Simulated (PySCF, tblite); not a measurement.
Rigid-rotor lines calculated for a species of formula C2H11NSSi2 (commonest isotopes; wB97X-D/def2-SVPD in PySCF (dipole) on a GFN2-xTB geometry, gas phase), labelled J(Ka,Kc):

```
     transition     MHz
2(1,2) ← 1(1,1)  4380.3
1(0,1) ← 0(0,0)  2245.4
2(1,1) ← 1(1,0)  4601.4
2(0,2) ← 1(0,1)  4483.2
1(1,1) ← 0(0,0)  3387.5
```

(1) Find the rotational constants.

(2) What moments of inertia, asymmetry and inertial defect follow?

(3) Which dipole components do these lines need?

(4) Predict further lines from these constants: 4(0,4) ← 3(0,3); 4(3,2) ← 3(2,2); 3(3,1) ← 3(2,2); 4(1,4) ← 4(0,4); 3(3,0) ← 3(2,1); 2(1,2) ← 2(0,2); 4(2,3) ← 3(2,2); 4(3,1) ← 3(2,2); 4(2,2) ← 3(1,2); 4(4,1) ← 4(3,2); 4(4,1) ← 4(3,1); 4(4,0) ← 4(3,1); 2(2,0) ← 1(1,1); 2(2,1) ← 2(1,1); 3(1,2) ← 2(2,1).

(5) Which structure gave them?

## Answers

(1) 1(0,1) ← 0(0,0) is B + C, 2(1,1) ← 1(1,0) is 3B + C and 2(1,2) ← 1(1,1) is B + 3C, so B − C is half the difference of the last two, 110.5 MHz. 1(1,1) ← 0(0,0) is A + C. A = 2320.1, B = 1178.0, C = 1067.5 MHz.

(2) I = 505379 MHz·u·Å² over each constant: Ia = 217.83, Ib = 429.02, Ic = 473.44 u·Å²; κ = (2B − A − C)/(A − C) = -0.824 (asymmetric top); Δ = Ic − Ia − Ib = -173.41 u·Å².

(3) μa and μb (a-type: ΔKa even, ΔKc odd; b-type: both odd). The calculation gives |μa| = 0.57 D, |μb| = 1.94 D, |μc| = 1.34 D.

(4) 
```
     transition    MHz  type  branch
4(1,4) ← 4(0,4)    738     c       Q
2(1,2) ← 2(0,2)   1039     c       Q
2(2,1) ← 2(1,1)   3426     c       Q
3(1,2) ← 2(2,1)   3471     b       R
3(3,0) ← 3(2,1)   5954     b       Q
3(3,1) ← 3(2,2)   5991     b       Q
2(2,0) ← 1(1,1)   8146     b       R
4(4,1) ← 4(3,1)   8366     c       Q
4(4,0) ← 4(3,1)   8366     b       Q
4(4,1) ← 4(3,2)   8368     b       Q
4(0,4) ← 3(0,3)   8907     a       R
4(2,3) ← 3(2,2)   8976     a       R
4(2,2) ← 3(1,2)  12353     c       R
4(3,2) ← 3(2,2)  14987     c       R
4(3,1) ← 3(2,2)  14990     b       R
```

(5) `CC[SiH2]S[SiH2]N`, point group C1. Three constants can't fix a structure by themselves; this is the one that was computed:
```xyz
17
C2H11NSSi2 angstrom
C     -2.255   -0.488   -0.476
C     -1.314   -0.143    0.674
Si    -0.385    1.494    0.406
S      0.780    1.458   -1.397
Si     1.840   -0.413   -1.330
N      2.475   -0.564    0.262
H     -1.708   -0.549   -1.415
H     -2.745   -1.445   -0.304
H     -3.024    0.274   -0.584
H     -1.887   -0.082    1.601
H     -0.595   -0.953    0.806
H     -1.288    2.613    0.169
H      0.505    1.754    1.538
H      2.772   -0.281   -2.444
H      0.929   -1.538   -1.500
H      2.870    0.252    0.703
H      3.023   -1.377    0.489
```

The values belong to one conformer (point group C1) with, in the numbering `[CH3:1][CH2:2][SiH2:3][S:4][SiH2:5][NH2:6]`, C1–C2–Si3–S4 -59°, C2–Si3–S4–Si5 -48°, Si3–S4–Si5–N6 -46°, S4–Si5–N6–H -41° and -179°. Its GFN2-xTB frequencies are all real (lowest 32 cm⁻¹). Zero-point vibration and centrifugal distortion are left out. A rigid rotor knows nothing of inversion at nitrogen or internal rotation, which can split or shift real lines. Quadrupole hyperfine structure (14N) is left out.
